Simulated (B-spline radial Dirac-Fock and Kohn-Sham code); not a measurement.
Z = 14 (silicon), transition energy 617 keV. Level of theory: a Dirac-Hartree-Slater potential of the neutral atom with a Latter tail (no hole, which puts coefficients of high multipoles low close above an edge), finite nucleus with surface currents; a radial atomic solver. Subshells that would emit electrons below 1 keV are left out.

Task: A pure transition shows α(K) = 3.80e-05, L1/L2 = 688 and L1/L3 = 289. What is its multipolarity?
A. E4
B. E2
C. M4
D. E3
E. M1
F. E1
G. M2
H. M3

Result: F. For comparison, α(K), L1/L2, L1/L3 are E2 0.000117, 325, 245; E3 0.000325, 158, 176; E4 0.000869, 88.0, 122; M1 5.38e-05, 447, 518; M2 0.000148, 247, 501; M3 0.000394, 155, 294; M4 0.00104, 106, 160.

Run: 2.1 s of CPU time on 1 thread of Neoverse-V2 (shared host), peak memory 0.48 GiB.

Values without a named source are computed, but for edge energies of neutral atoms, which are taken from tables.
